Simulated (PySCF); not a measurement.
# A small calculation by hand: entropy of an ideal gas

Si(H)2(Br)(NH2) (BrH4NSi), SMILES N[SiH2]Br.

Geometry optimised at B3LYP-D3(BJ)/def2-SVP. One conformer was computed; it need not be the lowest.

PySCF with B3LYP-D3(BJ)/def2-SVP gives the harmonic wavenumbers 200, 256, 392, 478, 519, 744, 862, 894, 911, 931, 1548, 2258, 2269, 3560, 3650 cm⁻¹ and the rotational temperatures 0.8595, 0.1134, 0.1040 K. The molar mass is 126.03 g/mol, the symmetry number 1, the spin multiplicity 1.

Problem. Work out the entropy at 298.15 K and 1 atm in the rigid-rotor, harmonic-oscillator model.

Solution. 
Translation (Sackur–Tetrode at 1 atm): S = R[1.5 ln M + 2.5 ln T − 1.16487] = 169.1 J/(mol K).
Rotation: q = (√π/σ) T^1.5/√(θA θB θC) = 90600, S = R[ln q + 3/2] = 107.4 J/(mol K).
Vibration: with u = 1.4388 ν/T, each mode gives R[u/(e^u − 1) − ln(1 − e^−u)]:
```
ν (cm⁻¹)  modes     u  S (J/(mol K))
--------  -----  ----  -------------
200           1  0.97           8.92
256           1  1.24           7.07
392           1  1.89           4.15
478           1  2.31           2.99
519           1  2.50           2.56
744           1  3.59           1.08
862           1  4.16           0.68
894           1  4.31           0.60
911           1  4.40           0.56
931           1  4.49           0.52
1548          1  7.47           0.04
```
The stiffer modes add less than 0.005 each. Sum 29.2 J/(mol K).
Spin: R ln 1 = 0.0 J/(mol K).
Total 305.6 J/(mol K); the program's own thermochemistry gives 305.6. Translation makes up 55 % and vibration 10 %. Anharmonicity, hindered rotation and orbital degeneracy are left out.
